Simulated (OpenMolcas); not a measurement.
# What dynamic correlation does to the levels of Ru2+

| Quantity | Value |
| --- | --- |
| Program | OpenMolcas 26.06 |
| Basis | ANO-R2 [7s5p4d2f1g] |
| Scalar Hamiltonian | X2C, finite nucleus |
| Active space | 6 electrons in 5 orbitals (4d) |
| State averaging | 2S+1 = 5 even, 5 roots; 2S+1 = 3 even, 45 roots; 2S+1 = 1 even, 50 roots |
| Spin-orbit coupling | RASSI with atomic mean-field integrals over the reference wave functions, term energies averaged over their components |

Methods on the same reference wave functions:
A. CASSCF
B. SS-CASPT2, IPEA 0.25 Eh, imaginary shift 0.1 Eh (closed shells correlated: 4s 4p)
C. MS-CASPT2, IPEA 0.25 Eh, imaginary shift 0.1 Eh (closed shells correlated: 4s 4p)

Energies in cm⁻¹ above 4d⁶ ⁵D₄, the measured ground level; measured values from Moore, Atomic Energy Levels, vol. III, NSRDS-NBS 35 (1971 reprint of NBS Circular 467, 1958).

```
            Level      A      B      C  Measured
          4d⁶ ⁵D₄    0.0    0.0    0.0       0.0
          4d⁶ ⁵D₃   1144   1158   1157      1159
          4d⁶ ⁵D₂   1857   1845   1846      1826
          4d⁶ ⁵D₁   2312   2290   2300      2266
          4d⁶ ⁵D₀   2532   2510   2510      2476
          4d⁶ ³H₆  17815  16080  16080          
          4d⁶ ³H₅  18222  16340  16330          
       4d⁶ ³P₂(1)  19017  15710  15710          
4d⁶ ³F₄(1) [53 %]  20280  17740  17750          
       4d⁶ ³F₃(1)  20733  17790  17790          
       4d⁶ ³F₂(1)  21276  18310  18280          
       4d⁶ ³P₁(1)  22310  19020  18990          
          4d⁶ ³G₅  22583  19670  19670          
       4d⁶ ³P₀(1)  23152  19730  19710          
          4d⁶ ³G₄  23702  20670  20670          
          4d⁶ ³G₃  24010  20930  20920          
          4d⁶ ¹I₆  27292  24730  24730          
          4d⁶ ³D₂  28546  23450  23460          
          4d⁶ ³D₁  28668  23600  23610          
          4d⁶ ³D₃  28897  23790  23790          
       4d⁶ ¹G₄(1)  29348  25970  25970          
       4d⁶ ¹S₀(1)  33767  28700  28640          
       4d⁶ ¹D₂(1)  35365  29960  29950          
          4d⁶ ¹F₃  39722  32900  32900
```

Deviations, from unrounded energies. A percentage is the sum of absolute deviations over the sum of measured energies, with the sign that they share, or ± where signs differ.

| Against measurement | Levels | A | B | C |
| --- | --- | --- | --- | --- |
| mean absolute deviation (cm-1) | 4 | 37 | 20 | 21 |
| fine structure of the ground term (%) | 4 | ±1.9 | ±1.0 | ±1.1 |

B, C lie about equally close to measurement and A furthest from it. The largest miss of B in the table is 4d⁶ ⁵D₀, by +32 cm-1. The ranking rests on the paired levels alone, and a cruder setting can come out closer through cancelling errors.

Between B and C the level of the table that moves most is 4d⁶ ¹S₀(1), by 53 cm-1 (lowest in C, highest in B). Moves below CASPT2's spread within the term are not significant.

The two smallest mean deviations differ by little beside CASPT2's spread within terms, so their order carries little weight.

From A to B the spin-free energies of the other terms of 4d⁶ shown, above ⁵D, scale by factors of 0.81 to 0.90, as is usual when dynamic correlation screens the repulsion within a d or f shell.

The lowest spin-free term lies below A's lowest term by 0.417 hartree in B, 0.417 hartree in C.

CASPT2 does not keep the components of a term degenerate, so their means are used; among the terms shown or strongly mixed into the levels shown the widest spread is 1400 cm-1 (4d⁶ ¹F, C). Levels of configurations with an s electron are missing; early in the row they begin among the upper levels of the d shell and mix with terms of their name. Without dynamic correlation excited terms often stand tens of per cent too high (terms of higher spin than the ground term too low), and those without a measured partner can miss by more than the paired ones (holds for A). The CASPT2 spread within a term exceeds the gap to the next term for 4d⁶ ³D and 4d⁶ ¹I, 4d⁶ ¹I and 4d⁶ ¹G(1), so the order of their levels is uncertain (holds for C). Computed and measured levels are paired by configuration, term and J; levels that our copy of the source lacks, or whose pairing is in doubt (as where it misses far off the trend of its configuration), stay unpaired and out of the deviations. Only configurations of the active space appear. Levels that lie high or do not pair safely by name in every column are left out.

A share in square brackets marks a mixed level and gives the weight of the term that names it, the lowest over the columns. A number in round brackets counts repeated terms of one configuration in the order of the reference energies.
